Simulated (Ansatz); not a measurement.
Ideal-gas functions of Cl$_{3}$H$_{3}$InN (`[NH3+][In-]([Cl])([Cl])[Cl]`) at 800 K and 1 bar, from an Ansatz frequency run at PBE0-D4/def2-TZVP.

Molar mass 238.21 g/mol, point group C3v (symmetry number 3), electronic degeneracy 1, moments of inertia 389.414, 389.422, 567.363 u Å². Harmonic wavenumbers (cm⁻¹, unscaled): 79, 80, 89, 90, 90, 109, 328, 347, 373, 373, 602, 602, 1205, 1652, 1652, 3481, 3607, 3607.

Use S(trans) = R[1.5 ln M + 2.5 ln T − 1.1517]; rotational temperatures θ = 24.2544 K / I; S(rot) = R[ln(√π/σ · √(T³/θAθBθC)) + 1.5]; for each mode x = 1.438777 ν̃/T, S = R[x/(eˣ − 1) − ln(1 − e⁻ˣ)] and H = RT x/(eˣ − 1); 1 cm⁻¹ = 0.0119627 kJ/mol; R = 8.31446 J/(mol·K).

Question: By hand: the entropy, in J/(mol·K).

Answer: Translation 197.6. Rotation: θ = 0.0623, 0.0623, 0.0427 K, giving 127.7. Vibration, mode by mode: 24.55, 24.44, 23.56, 23.46, 23.46, 21.88, 12.82, 12.37, 11.79, 11.79, 8.05, 8.05, 3.34, 1.77, 1.77, 0.12, 0.09, 0.09, in all 213.4. Electronic 0.0. Sum 538.7 J/(mol·K).

Question: By hand: H − E and G − E in kJ/mol, counted from the electronic energy.

Answer: Zero-point energy ½ × 18366 × 0.0119627 = 109.9; thermal vibration 67.4; translation, rotation and pV give 4 RT = 26.6. H − E = 203.9 kJ/mol, and G − E = 203.9 − 800 × 538.7/1000 = -227.1 kJ/mol.

Vibration gives 40 % of the entropy, 141.3 J/(mol·K) of it from the modes under 150 cm⁻¹: soft modes count most, and the harmonic formula is weakest for them. The sum counts one conformer and one mirror image; others add a mixing term.
